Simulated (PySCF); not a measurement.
H7NOSi2.
SMILES with atom numbers: `[NH2:1][SiH2:2][O:3][SiH3:4]` (hydrogens: H5, H6 on N1; H7, H8 on Si2; H9, H10, H11 on Si4)

Geometry (PBE0-D3(BJ)/def2-SVP, Å), atoms numbered from 1 in this order:
```xyz
11
H7NOSi2 angstrom
N     -1.9132    0.3523   -0.4182
Si    -0.9368   -0.6327    0.5931
O      0.6710   -0.1918    0.6647
Si     1.9079    0.2681   -0.3349
H     -2.1576    1.3041   -0.1721
H     -1.9629    0.1989   -1.4182
H     -1.4378   -0.5383    1.9889
H     -1.0166   -2.0173    0.0464
H      1.8426   -0.4680   -1.6374
H      3.2049   -0.0359    0.3329
H      1.8380    1.7337   -0.6202
```

All values: PBE0/pcSseg-1 and wB97X-D/def2-SVPD (PySCF, non-relativistic), on one gas-phase PBE0-D3(BJ)/def2-SVP geometry that isn't relaxed in the solvent. The solvent is an IEF-PCM continuum (van der Waals radii × 1.2). Specific hydrogen bonds and non-electrostatic terms are outside this model.

Gas phase at PBE0/pcSseg-1: HOMO -7.75 eV, LUMO 0.47 eV, dipole 1.75 D.

Task: What does the continuum do to the energy, the frontier levels and the dipole at PBE0/pcSseg-1 in chloroform?

Result: 
```
   solvent      ε  E(solvent) − E(gas) (kcal/mol)  polarisation term (kcal/mol)  distortion of the solute (kcal/mol)  HOMO (eV)  LUMO (eV)  dipole (D)
chloroform  4.711                           -2.47                         -2.64                                 0.17      -7.62       0.53        2.06
```

The first energy column is the sum of the next two and covers electrostatics alone.

Task: Which radius a makes the point-dipole formula ΔE = −[(ε − 1)/(2ε + 1)]·μ²/a³ give the value in chloroform, with the gas-phase dipole?

Result: μ = 0.688 au and |ΔE| = 0.00394 Eh give a = 1.85 Å; the farthest nucleus lies 3.23 Å from the centroid of the nuclei, so such a sphere wouldn't even hold the nuclei. The formula assumes a rigid point dipole at the centre of a sphere.

Task: Give the dipole vector in the frame of the coordinates (D, pointing from negative to positive charge), gas and chloroform.

Result: Gas (-0.66, 0.95, -1.31), solvent (-0.72, 1.12, -1.57). Its length changes by +18 % and its direction by 2°.

Task: Which IAO charges (PBE0/pcSseg-1) respond most in chloroform (means over atoms taken as equivalent)?

Result: 
| atoms | environment | gas (e) | solvent (e) | change |
| --- | --- | --- | --- | --- |
| H5/H6 | N–H hydrogen | +0.266 | +0.276 | +0.010 |
| N1 | silicon-bound nitrogen | -0.842 | -0.850 | -0.008 |
| O3 | siloxane oxygen | -0.880 | -0.887 | -0.007 |
| H7/H8 | Si–H hydrogen | -0.151 | -0.154 | -0.003 |
| Si2 | oxygen-bound silicon | +1.074 | +1.073 | -0.001 |
| Si4 | oxygen-bound silicon | +0.847 | +0.848 | +0.001 |
| H9/H10/H11 | Si–H hydrogen | -0.143 | -0.143 | 0.000 |

Task: Which Mayer bond orders change most in chloroform?

Result: 
```csv
bond,length (Å),gas,solvent,change
N1–Si2,1.716,1.055,1.076,+0.021
N1–H5,1.013,0.945,0.938,-0.007
N1–H6,1.013,0.945,0.938,-0.007
Si2–O3,1.669,0.897,0.891,-0.006
O3–Si4,1.656,0.924,0.920,-0.004
Si2–H7,1.486,0.926,0.922,-0.004
Si2–H8,1.491,0.927,0.924,-0.003
Si4–H9,1.497,0.917,0.920,+0.003
```

Task: How do the nuclear quadrupole coupling constants eQVzz/h respond in chloroform?

Result: 
```json
{"nucleus": "14N at N1", "Q (barn)": "0.02044", "gas (MHz)": "-4.58", "solvent (MHz)": "-4.38", "η gas": "0.33", "η solvent": "0.31"}
{"nucleus": "17O at O3", "Q (barn)": "-0.0256", "gas (MHz)": "-6.58", "solvent (MHz)": "-6.55", "η gas": "0.23", "η solvent": "0.23"}
```

Gas phase at wB97X-D/def2-SVPD: HOMO -9.79 eV, LUMO 1.77 eV, dipole 1.55 D.

Task: What does the continuum do to the energy, the frontier levels and the dipole at wB97X-D/def2-SVPD in chloroform?

Result: 
| solvent | ε | E(solvent) − E(gas) (kcal/mol) | polarisation term (kcal/mol) | distortion of the solute (kcal/mol) | HOMO (eV) | LUMO (eV) | dipole (D) |
| --- | --- | --- | --- | --- | --- | --- | --- |
| chloroform | 4.711 | -2.32 | -2.51 | 0.19 | -9.66 | 1.87 | 1.89 |

Task: How does the static polarisability (wB97X-D/def2-SVPD, frozen core, with the continuum's full static response) change?

Result: 
```tsv
medium	isotropic (au)	principal values (au)	⟨r²⟩ of the electrons (bohr²)
gas	64.7	59.8, 62.6, 71.7	652.4
chloroform	78.1	74.0, 76.6, 83.8	652.4
```

The isotropic value in chloroform is 1.21 times the gas-phase one; no cavity-field correction is applied. ⟨r²⟩ is taken about the centre of nuclear charge.

The pairwise dispersion term of wB97X-D wasn't added to the energies; at a given geometry it leaves orbitals and properties as they are.
